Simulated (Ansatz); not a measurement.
C2H3ClFSi (`[CH]=C[SiH](F)Cl`) radical, 8 atoms. Charge 0, multiplicity 2. All runs use 4 threads of a server CPU on a shared host. Correlated methods freeze the cores. Open-shell runs search over several starts.

Question: Give the basis size and wall time and peak host memory of each of these runs in Ansatz. UKS PBE0-D4/def2-TZVPP energy; UKS PBE-D4/def2-TZVPP energy and forces; UKS ωB97M-V/def2-SVP energy; UKS r2SCAN-D4/def2-TZVPP energy and forces; UKS PBE0-D4/def2-TZVP relaxation (8 steps); UKS ωB97M-V/def2-QZVPP energy; UHF-MP2/def2-QZVPP energy; UKS PBE0-D4/def2-QZVPP energy; UKS BHLYP-D4/def2-TZVPP energy; UKS PBE0-D4/def2-TZVP frequencies; UKS PBE0-D4/def2-SVP energy; UHF-CCSD(T)/def2-SVP energy. (Estimate.)

Answer: Ansatz gave: Other jobs shared the machine, so times are rough.

```json
{"level": "UKS PBE0-D4/def2-SVP", "job": "energy", "functions": "93", "wall time": "1.3 s", "peak host memory (GiB)": "0.28"}
{"level": "UKS PBE-D4/def2-TZVPP", "job": "energy and forces", "functions": "219", "wall time": "2.2 s", "peak host memory (GiB)": "0.36"}
{"level": "UKS PBE0-D4/def2-TZVPP", "job": "energy", "functions": "219", "wall time": "3.4 s", "peak host memory (GiB)": "0.75"}
{"level": "UKS ωB97M-V/def2-SVP", "job": "energy", "functions": "93", "wall time": "3.9 s", "peak host memory (GiB)": "0.47"}
{"level": "UKS r2SCAN-D4/def2-TZVPP", "job": "energy and forces", "functions": "219", "wall time": "4.1 s", "peak host memory (GiB)": "0.41"}
{"level": "UKS BHLYP-D4/def2-TZVPP", "job": "energy", "functions": "219", "wall time": "4.6 s", "peak host memory (GiB)": "0.79"}
{"level": "UHF-CCSD(T)/def2-SVP", "job": "energy", "functions": "93", "wall time": "6.5 s", "peak host memory (GiB)": "0.7"}
{"level": "UKS PBE0-D4/def2-QZVPP", "job": "energy", "functions": "401", "wall time": "11 s", "peak host memory (GiB)": "1.8"}
{"level": "UHF-MP2/def2-QZVPP", "job": "energy", "functions": "401", "wall time": "17 s", "peak host memory (GiB)": "2.1"}
{"level": "UKS ωB97M-V/def2-QZVPP", "job": "energy", "functions": "401", "wall time": "20 s", "peak host memory (GiB)": "2.2"}
{"level": "UKS PBE0-D4/def2-TZVP", "job": "relaxation (8 steps)", "functions": "185", "wall time": "25 s", "peak host memory (GiB)": "0.6"}
{"level": "UKS PBE0-D4/def2-TZVP", "job": "frequencies", "functions": "185", "wall time": "110 s", "peak host memory (GiB)": "0.64"}
```

The UHF reference is spin-contaminated (⟨S²⟩ = 0.92, T1 = 0.027).
